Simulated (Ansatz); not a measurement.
Breaking the Sn1–H2 bond in H2Sn (SMILES [SnH2]) (multiplicity 1 held, fragments rigid). Energies count from the point at 1.780 Å.
Geometry at that point (charge 0, multiplicity 1):
```xyz
3

Sn     0.0066    -0.0006     0.0477
H     -0.1750    -1.2509    -1.2068
H     -0.1544     1.2789    -1.1799
```

R- and RO- levels are restricted; in cc, def2 and unpolarised 6-31G sets they are followed outwards from rest. Active spaces are followed from a long bond inwards. Levels need not reach the same state.

Cores are frozen in the correlated methods. Filled d and f shells under p-block atoms count as core.

Run with Ansatz (Gaussian basis) for Hartree–Fock, density functionals and correlated methods. Values without a source in brackets are computed. In def2 rows elements past Kr take small-core potentials, without spin–orbit coupling.

Question: Predict the energy at R = 5.697 Å from FIC-MRCISD+Q on CASSCF(2,2)/def2-TZVPP.

Answer: 2.84 eV

Question: Estimate the energy at R = 5.697 Å that R-MP2/def2-TZVPP returns for this input.

Answer: 4.09 eV

Doubts at one or more of the structures used: a restricted determinant that unrestricted orbitals would lower (R-MP2/def2-TZVPP).

Ansatz is a quantum-chemistry and plane-wave program.
